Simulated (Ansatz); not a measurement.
`C[N](C)[Zn][NH2]` + `[CH3][Mo]([NH2])(=[S])=[S]` → `[CH3][Zn][N](C)C` + `[NH2][Mo]([NH2])(=[S])=[S]`  (redistribution)

Calculated with Ansatz (gas phase, PBE0-D4/def2-TZVP geometries, no zero-point term in ΔE). CCSD(T)/CBS adds triple-zeta CCSD(T) − MP2 to the extrapolated MP2 energy (def2 sets, frozen cores). Functionals use def2-TZVPP. HSE06 is defined as in plane-wave codes. Elements past krypton have def2 core potentials. For Mo, Zn outer-core shells are correlated without core-valence functions, which leaves a few kJ/mol of doubt a bond. Scalar relativity is left out up to krypton. Each species was taken in one conformer, which may not be the lowest.

`C[N](C)[Zn][NH2]`:

Cartesian coordinates in Å:
```
C -0.641 1.361 -0.877
N 0.009 0.449 0.024
C 0.735 1.130 1.060
Zn -0.073 -1.346 -0.132
N -0.232 -3.130 -0.392
H 0.079 2.029 -1.378
H -1.364 2.009 -0.354
H -1.189 0.829 -1.659
H 1.520 1.787 0.650
H 1.223 0.424 1.737
H 0.077 1.768 1.673
H 0.597 -3.645 -0.650
H -0.740 -3.665 0.297
```

`[CH3][Mo]([NH2])(=[S])=[S]`:

```xyz
10

C     1.413    0.606    0.157
Mo   -0.375   -0.436    0.500
N    -1.458   -0.177   -1.044
S     0.191   -2.442    0.762
S    -1.204    0.432    2.223
H     1.184    1.664    0.010
H     1.895    0.199   -0.735
H     2.079    0.493    1.015
H    -2.195    0.513   -1.097
H    -1.531   -0.853   -1.792
```

`[CH3][Zn][N](C)C`:

Cartesian coordinates in Å:
```
C 1.583 1.417 2.145
Zn 0.574 0.513 0.775
N -0.382 -0.341 -0.515
C -0.455 -1.769 -0.648
C -1.146 0.336 -1.524
H 0.994 2.219 2.595
H 2.499 1.851 1.737
H 1.862 0.719 2.938
H -0.070 -2.115 -1.622
H 0.129 -2.273 0.127
H -1.491 -2.140 -0.568
H -0.796 0.095 -2.542
H -2.215 0.066 -1.486
H -1.085 1.423 -1.412
```

`[NH2][Mo]([NH2])(=[S])=[S]`:

```xyz
9

N     1.513   -0.398    0.533
Mo   -0.382   -0.116    0.454
N    -0.908    0.582   -1.253
S    -1.326   -1.979    0.713
S    -0.888    1.306    1.920
H     1.963   -1.264    0.279
H     2.171    0.296    0.853
H    -0.967    1.566   -1.463
H    -1.177    0.006   -2.036
```

**Question.** Is it downhill or uphill in electronic energy at CCSD(T)/CBS, and by how much? (An estimate is asked.)

**Answer.** The calculation gave: Downhill: ΔE = -7.5 kcal/mol.

**Question.** What do these levels give: HSE06-D4, BLYP, r2SCAN, PBE0, SCS-MP2/def2-TZVPP, CCSD/CBS(def2)? (Estimate.)

**Answer.** Ansatz gave: HSE06-D4 -10.1, BLYP -11.1, r2SCAN -10.6, PBE0 -10.1, SCS-MP2/def2-TZVPP -7.9, CCSD/CBS(def2) -6.4 kcal/mol.

Largest T1 diagnostic among the species: 0.025, so the coupled-cluster value is less sure than usual.

From BLYP to BHLYP (50 % exact exchange), in def2-TZVPP and without D4, ΔE moves by +2.1 kcal/mol. In def2-TZVPP, CCSD(T) changes the Hartree–Fock value by −1.2 kcal/mol (the triples alone add −1.0 kcal/mol) and MP2 by −2.4 kcal/mol. At CCSD(T), def2-SVP lies −4.5 kcal/mol from the extrapolated value and def2-TZVPP −0.2 kcal/mol.
